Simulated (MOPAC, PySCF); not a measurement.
C3H5I, SMILES `IC1CC1`, neutral singlet in the gas phase. 

Cartesian coordinates (Å):
SMILES: IC1CC1
```xyz
9

I      2.3980    -0.3945    -0.9130
C      0.6494    -0.3339     0.2892
C     -0.7020    -0.4877    -0.3305
C     -0.2687     0.8443     0.2333
H      0.8451    -0.8014     1.2435
H     -1.4320    -1.0763     0.2122
H     -0.7605    -0.5743    -1.4074
H     -0.0431     1.6316    -0.4736
H     -0.6968     1.1838     1.1689
```
Charge 0, multiplicity 1.

All levels are single points at this geometry (TPSSh-D3(BJ)/def2-TZVP); Pople sets use spherical d functions. Orbital energies aren't observables, and empty levels follow the basis.

PM7 in MOPAC gives dipole (D) = 2.02.

Question: Estimate the dipole (D) from each of these levels: PBE-D3(BJ)/def2-TZVP in PySCF; TPSSh-D3(BJ)/def2-TZVP in PySCF; B3LYP/6-311+G** (LANL2DZ on I) in PySCF; B3LYP/6-31G* (LANL2DZ on I) in PySCF; B3LYP/LANL2DZ in PySCF; M06-2X/6-31G* (LANL2DZ on I) in PySCF; PBE/6-31G* (LANL2DZ on I) in PySCF; SVWN5/6-31G* (LANL2DZ on I) in PySCF; HF/6-31G* (LANL2DZ on I) in PySCF; AM1 in MOPAC; PM3 in MOPAC; PM6 in MOPAC.

Answer: 
```json
[
 {"level": "PBE-D3(BJ)/def2-TZVP in PySCF", "dipole (D)": "1.83"},
 {"level": "TPSSh-D3(BJ)/def2-TZVP in PySCF", "dipole (D)": "1.92"},
 {"level": "B3LYP/6-311+G** (LANL2DZ on I) in PySCF", "dipole (D)": "1.75"},
 {"level": "B3LYP/6-31G* (LANL2DZ on I) in PySCF", "dipole (D)": "1.90"},
 {"level": "B3LYP/LANL2DZ in PySCF", "dipole (D)": "1.85"},
 {"level": "M06-2X/6-31G* (LANL2DZ on I) in PySCF", "dipole (D)": "1.90"},
 {"level": "PBE/6-31G* (LANL2DZ on I) in PySCF", "dipole (D)": "1.93"},
 {"level": "SVWN5/6-31G* (LANL2DZ on I) in PySCF", "dipole (D)": "1.90"},
 {"level": "HF/6-31G* (LANL2DZ on I) in PySCF", "dipole (D)": "2.11"},
 {"level": "AM1 in MOPAC", "dipole (D)": "1.51"},
 {"level": "PM3 in MOPAC", "dipole (D)": "1.68"},
 {"level": "PM6 in MOPAC", "dipole (D)": "1.42"}
]
```
